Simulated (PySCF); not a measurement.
```xyz
3
charge 0 multiplicity 3, angstrom
Ge    0.7040   -1.2193    0.0000
Ge   -1.4080    0.0000    0.0000
Ge    0.7040    1.2193    0.0000
```

All numbers come from UPBE0/[Ge def2-TZVP], no relativity, density fitting, PySCF.

This geometry of Ge₃ is a stationary point at this level.

Problem. What is the point group?

Solution. D3h.

Problem. Is it a minimum?

Solution. Yes: all harmonic wavenumbers are real.

Problem. Give the ideal-gas entropy at 298.15 K and 1 bar by parts.

Solution. translation 176.2, rotation 103.8, vibration 26.7, spin 9.1; total 315.8 J/(mol K).

Problem. What is the atomisation energy, with and without zero-point energy?

Solution. 627 kJ/mol without, 624 kJ/mol with.

Only a few start shapes were tried, so a lower isomer may exist.
